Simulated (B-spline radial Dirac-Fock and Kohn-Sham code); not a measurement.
Model: the Dirac equation of a negative muon with reduced mass in the field of a spherical finite nucleus, with the Uehling potential to all orders; nuclear polarisation, deformation, hyperfine structure, self-energy, higher-order vacuum polarisation, relativistic recoil and electron screening are left out. Program: a B-spline atomic structure program. The nuclear charge is a Fermi distribution (skin thickness 2.3 fm).

Task: A muonic atom of atomic mass 154.92 u emits these computed lines: 2p3/2 → 1s1/2 4615 keV, 3d5/2 → 2p3/2 1584 keV, 4f7/2 → 3d5/2 568.2 keV, 5g9/2 → 4f7/2 261.6 keV. Which element is it, and what rms charge radius was used?

Result: Gadolinium (Z = 64, nuclide ¹⁵⁵Gd); the high transitions hardly feel the nucleus and fix Z. The 2p → 1s line lies 4688 keV below the value for a point nucleus without QED, which for this nuclear model gives a radius near 5.13 fm (5.1319 fm was used).
